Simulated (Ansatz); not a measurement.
`F[Si](F)(S)Cl` + `COCS` → `CO[Si](F)(S)Cl` + `FCS`  (formal exchange of groups at the Si–F bond)

Calculated with Ansatz (gas phase, PBE0-D4/def2-TZVP geometries, no zero-point term in ΔE). CCSD(T)/CBS adds triple-zeta CCSD(T) − MP2 to the extrapolated MP2 energy (def2 sets, frozen cores). This one scheme is used for every species. Functionals use def2-TZVPP. B3LYP here is the variant with VWN-RPA as its local correlation; programs differ in this. Each species was taken in one conformer, which may not be the lowest.

`F[Si](F)(S)Cl`:

```xyz
6

F    -1.058   -0.894    1.050
Si    0.196   -0.312    0.290
F     1.275   -1.457    0.206
S    -0.254    0.233   -1.682
Cl    0.910    1.204    1.419
H    -1.069    1.226   -1.283
```

`COCS`:

```xyz
10

C    -0.713   -0.222   -1.183
O    -0.096    0.784   -0.417
C     0.100    0.440    0.911
S     1.351   -0.851    1.215
H    -1.701   -0.476   -0.777
H    -0.099   -1.128   -1.216
H    -0.832    0.172   -2.192
H     0.395    1.347    1.435
H    -0.815    0.042    1.369
H     2.410   -0.108    0.855
```

`CO[Si](F)(S)Cl`:

Z-matrix (Å, degrees):
```
C
O 1 1.416
H 1 1.090 2 107.6
H 1 1.093 2 110.7 3 -119.2
H 1 1.094 2 111.2 3 119.4
Si 2 1.609 1 126.4 3 -174.9
S 6 2.109 2 109.4 1 66.4
F 6 1.578 2 106.1 1 -172.7
Cl 6 2.039 2 112.1 1 -56.7
H 7 1.343 6 93.7 2 -160.3
```

`FCS`:

```xyz
6

F     0.188    1.411    0.556
C     0.354    0.070    0.308
S    -0.257   -0.427   -1.298
H    -0.147   -0.487    1.101
H     1.423   -0.154    0.311
H    -1.561   -0.414   -0.979
```

Q: Is it downhill or uphill in electronic energy at CCSD(T)/CBS, and by how much? (Best estimate.)

A: The calculation gave: Uphill: ΔE = +50.5 kJ/mol.

Q: What do these levels give: r2SCAN-D4, B2PLYP, r2SCAN, B3LYP, SCS-MP2/def2-TZVPP, CCSD(T)/def2-TZVPP? (An estimate is asked.)

A: The calculation gave: r2SCAN-D4 49.2, B2PLYP 49.0, r2SCAN 49.8, B3LYP 46.8, SCS-MP2/def2-TZVPP 50.9, CCSD(T)/def2-TZVPP 50.8 kJ/mol.

Largest T1 diagnostic among the species: 0.011.

In def2-TZVPP, CCSD(T) changes the Hartree–Fock value by +7.9 kJ/mol (the triples alone add +1.0 kJ/mol) and MP2 by +10.8 kJ/mol.
